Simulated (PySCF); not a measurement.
**How methods differ on the ionisation energy of Ca⁺**

Ca⁺ [Ar] 4s1 (2S) → Ca²⁺ [Ar] (1S), as a difference of total energies. Computed with PySCF 2.14 in x2c-TZVPPall, with scalar relativity by spin-free X2C-1e. Correlated levels: valence and next inner shell: [Ne] frozen. The calculations carry no spin-orbit coupling.

```csv
method,ionisation energy (eV),error (eV)
UHF,11.359,-0.513
LDA,12.144,+0.272
PBE,12.021,+0.149
PBE0,11.912,+0.040
r2SCAN,11.715,-0.157
M06,11.505,-0.367
wB97M-V,11.735,-0.137
LC-wPBE,11.718,-0.154
MP2 (valence and next inner shell),11.759,-0.113
SCS-MP2 (valence and next inner shell),11.680,-0.192
```

Reference: 11.872 eV (measured; NIST Atomic Spectra Database, ionization energies).

Errors of the correlated levels include the incompleteness of this basis and the frozen core.
